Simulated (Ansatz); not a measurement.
Steps of a relaxation of `[CH3][AlH][Br]` with RKS PBE0-D4/def2-TZVP.

```sh
$ ansatz run in.yaml --threads 2 --pin off --events-out ev --progress --plain --max-ram 22528MiB --backend cpu
```

```yaml
crystal:
  periodic: [false, false, false]
  atoms:
    - {symbol: C, position_ang: [-0.758089, 0.492325, -0.284978]}
    - {symbol: Al, position_ang: [0.892710, -0.456511, 0.150962]}
    - {symbol: Br, position_ang: [0.911806, -1.963382, 1.864373]}
    - {symbol: H, position_ang: [-0.599858, 1.589130, -0.198984]}
    - {symbol: H, position_ang: [-1.606090, 0.214464, 0.371681]}
    - {symbol: H, position_ang: [-1.056946, 0.302430, -1.338287]}
    - {symbol: H, position_ang: [2.277667, -0.246457, -0.610368]}
basis:
  gaussian: {orbitals: def2-TZVP}
hamiltonian: {xc: pbe0, dispersion: d4}
relax: {f_tol: 0.005, max_steps: 150}
```

Positions (Å) and forces (eV/Å) along the path, 4 of 4 steps:

```xyz
7
step=1 energy=-77735.4740 eV
C    -0.758    0.492   -0.285   -0.280    0.185   -0.077
Al    0.893   -0.457    0.151   -0.019    0.012    0.002
Br    0.912   -1.963    1.864   -0.009    0.144   -0.165
H    -0.600    1.589   -0.199   -0.074   -0.502   -0.035
H    -1.606    0.214    0.372    0.418    0.123   -0.317
H    -1.057    0.302   -1.338    0.144    0.073    0.492
H     2.278   -0.246   -0.610   -0.180   -0.035    0.099
7
step=2 energy=-77735.4912 eV
C    -0.754    0.492   -0.283   -0.070    0.067   -0.027
Al    0.890   -0.451    0.149   -0.050    0.029   -0.014
Br    0.902   -1.948    1.850   -0.002    0.009   -0.011
H    -0.603    1.578   -0.197   -0.022   -0.150   -0.011
H    -1.590    0.211    0.367    0.121    0.029   -0.084
H    -1.048    0.300   -1.325    0.043    0.019    0.138
H     2.264   -0.250   -0.607   -0.021   -0.003    0.008
7
step=3 energy=-77735.4925 eV
C    -0.752    0.493   -0.283    0.005    0.003    0.003
Al    0.888   -0.448    0.149   -0.005    0.006   -0.005
Br    0.898   -1.946    1.848    0.000   -0.001    0.000
H    -0.604    1.574   -0.197    0.001    0.002    0.001
H    -1.582    0.209    0.366   -0.005   -0.004    0.005
H    -1.044    0.299   -1.320    0.001   -0.004   -0.004
H     2.259   -0.249   -0.609    0.004   -0.003    0.000
7
step=4 energy=-77735.4925 eV
C    -0.752    0.493   -0.282    0.002    0.003    0.001
Al    0.888   -0.447    0.148    0.000    0.000   -0.001
Br    0.897   -1.945    1.848   -0.001   -0.001    0.001
H    -0.605    1.575   -0.197   -0.001    0.000    0.000
H    -1.582    0.208    0.366    0.000   -0.002    0.001
H    -1.044    0.299   -1.320    0.000   -0.001   -0.002
H     2.260   -0.250   -0.608    0.000    0.000   -0.001
```

Run time 11 s (2 threads of an AMD EPYC 7R13 on a shared host); peak host memory 0.37 GiB.
